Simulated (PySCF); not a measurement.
B3LYP has the VWN-RPA correlation part, as in Gaussian. 

Z-matrix (Å, degrees):
```
B
S 1 1.8077
H 2 1.3445 1 98.05
S 1 1.8078 2 120.00 3 -179.96
H 4 1.3445 1 98.05 2 0.03
S 1 1.8078 2 120.00 3 0.03
H 6 1.3445 1 98.05 2 -179.97
```
Charge 0, spin multiplicity 1.

**Question.** Give the dipole moment, HOMO–LUMO gap and LUMO at the level PySCF 2.14.0 with B3LYP-D3(BJ)/def2-TZVP.

**Answer.** 
The dipole moment comes out as 0.00 D and the HOMO–LUMO gap is 6.48 eV. The LUMO is -0.87 eV.
